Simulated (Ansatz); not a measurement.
Consider the ligand exchange at a V–O bond: `[NH]=[V]([NH2])([OH])[Cl]` + HCl → `[NH]=[V]([NH2])([Cl])[Cl]` + H₂O.

Isolated molecules relaxed with PBE0-D4/def2-TZVP in Ansatz; ΔE leaves out vibrations. CBS: MP2 limit from def2 TZ/QZ plus the TZ coupled-cluster correction, frozen cores. This one scheme is used for every species. Functionals use def2-TZVPP. For V outer-core shells are correlated without core-valence functions, which leaves a few kJ/mol of doubt a bond. Scalar relativity is left out up to krypton. Each species was taken in one conformer, which may not be the lowest.

(1) Is it downhill or uphill in electronic energy at CCSD(T)/CBS, and by how much? (Best estimate.)

(2) What do these levels give: r2SCAN0-D4, ωB97X-V, PBE, LC-ωPBE, MP2/def2-TZVPP, SCS-MP2/def2-TZVPP? (Estimate.)

Largest T1 diagnostic among the species: 0.030, so the coupled-cluster value is less sure than usual.

## Answers

(1) Computed: Downhill: ΔE = -8.6 kcal/mol.

(2) Ansatz gave: r2SCAN0-D4 -8.0, ωB97X-V -6.2, PBE -6.8, LC-ωPBE -5.5, MP2/def2-TZVPP -15.4, SCS-MP2/def2-TZVPP -13.3 kcal/mol.

Leaving LDA and LC-ωPBE aside and taking each functional with its dispersion term where it has one, the values, not all of them listed here, spread over 5.2 kcal/mol, from PBE-QIDH to CAM-B3LYP-D4. From PBE to PBE0 (25 % exact exchange), in def2-TZVPP and without D4, ΔE moves by −0.9 kcal/mol.
